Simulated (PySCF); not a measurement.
# Löwdin shares of the frontier orbitals

Species: C₃H₁₄OSi₃.
Cartesian coordinates in Å at the PBE0-D3(BJ)/def2-SVP level; atoms count from 1:
```xyz
21
C3H14OSi3 angstrom
C     -1.7510    0.9655   -1.0161
C     -1.5250   -0.0740    0.0668
C     -2.5976   -1.1442    0.0892
O     -0.2729   -0.7114   -0.1489
Si     1.1133   -0.3263    0.7066
Si     2.8367   -1.6109   -0.2189
Si     1.6585    1.9616    0.5733
H     -2.7149    1.4786   -0.8794
H     -1.7457    0.4837   -2.0059
H     -0.9564    1.7273   -1.0046
H     -1.5167    0.4365    1.0524
H     -2.6102   -1.6809   -0.8719
H     -3.5919   -0.7047    0.2594
H     -2.3954   -1.8741    0.8862
H      0.9394   -0.6595    2.1624
H      2.5454   -3.0731   -0.1111
H      4.1096   -1.3160    0.5114
H      3.0204   -1.2526   -1.6587
H      2.9294    2.1992    1.3285
H      1.8670    2.3702   -0.8511
H      0.5894    2.8305    1.1604
```

Computed with TDDFT B3LYP/def2-SVPD, vertical, gas phase, core orbitals frozen in the response in PySCF 2.14.0, density-fitted response routines.

Frontier orbitals with the atoms that hold most of them (Löwdin shares over 4%, at most four atoms; ? is withheld):

```json
{"orbital": "HOMO-3", "ε (eV)": "-8.97", "atoms": "O4 18%, Si5 15%, Si7 11%, C2 8%"}
{"orbital": "HOMO-2", "ε (eV)": "-8.65", "atoms": "O4 30%, C2 18%, H11 12%, Si5 8%"}
{"orbital": "HOMO-1", "ε (eV)": "-7.86", "atoms": "O4 28%, Si5 21%, Si6 17%, H15 11%"}
{"orbital": "HOMO", "ε (eV)": "-7.27", "atoms": "?"}
{"orbital": "LUMO", "ε (eV)": "?", "atoms": "?"}
{"orbital": "LUMO+1", "ε (eV)": "-0.17", "atoms": "Si5 20%, Si7 20%, Si6 20%, H21 7%"}
{"orbital": "LUMO+2", "ε (eV)": "0.18", "atoms": "Si5 20%, Si6 20%, Si7 18%, H15 9%"}
```

**Question.** Which atoms hold the LUMO, and with what shares?

**Answer.** Si5 (bonded to O, 2 Si and H) 27%; Si7 (bonded to Si and 3 H) 17%; Si6 (bonded to Si and 3 H) 17%; O4 (bonded to C and Si) 6%. By element: silicon 61%, oxygen 6%.

**Question.** Give the leading atoms of the HOMO.

**Answer.** O4 (bonded to C and Si) 24%; Si7 (bonded to Si and 3 H) 22%; Si5 (bonded to O, 2 Si and H) 22%; Si6 (bonded to Si and 3 H) 8%. By element: silicon 52%, oxygen 24%.

**Question.** What is the LUMO energy, and the HOMO–LUMO gap?

**Answer.** ε(LUMO) = -0.62 eV; the gap is 6.64 eV (0.2442 hartree).

**Question.** The HOMO–LUMO gap is 6.64 eV. Where does the response calculation put the lowest singlet, and from which orbitals?

**Answer.** S1 is at 5.67 eV (f = 0.023), 0.97 eV below the gap, made of HOMO→LUMO (94%). 

Next come S2 at 6.22 eV (f 0.0032), HOMO-1→LUMO (59%), HOMO→LUMO+1 (37%); S3 at 6.29 eV (f 0.091), HOMO→LUMO+1 (56%), HOMO-1→LUMO (34%); S4 at 6.60 eV (f 0.021), HOMO→LUMO+3 (46%), HOMO→LUMO+2 (45%); S5 at 6.68 eV (f 0.055), HOMO→LUMO+3 (50%), HOMO→LUMO+2 (40%).

One conformer stands for the species.
